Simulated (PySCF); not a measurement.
Ga(Me)(NH2)2, SMILES [CH3][Ga]([NH2])[NH2] (CAM-B3LYP/def2-SVP optimised geometry):

```
11

Ga    -0.204    -0.015     0.000
C     -1.244    -1.673    -0.010
H     -1.491    -1.963    -1.043
H     -2.190    -1.555     0.538
H     -0.683    -2.502     0.445
N     -0.996     1.620     0.000
H     -1.998     1.759     0.003
H     -0.500     2.502    -0.015
N      1.612    -0.015     0.000
H      2.190     0.817    -0.007
H      2.175    -0.856     0.017
```

Method: CAM-B3LYP/def2-TZVP run with PySCF.

What are the frontier orbital energies and the dipole moment?

HOMO-2 -9.65 eV, HOMO-1 -8.83 eV, HOMO -7.97 eV, LUMO 1.23 eV, LUMO+1 1.77 eV; dipole moment 0.26 D.

Meta-Löwdin charges at CAM-B3LYP/def2-TZVP: Ga1 0.69, C2 -0.57, H3 0.13, H4 0.12, H5 0.12, N6 -0.69, H7 0.23, H8 0.22, N9 -0.69, H10 0.22, H11 0.23.
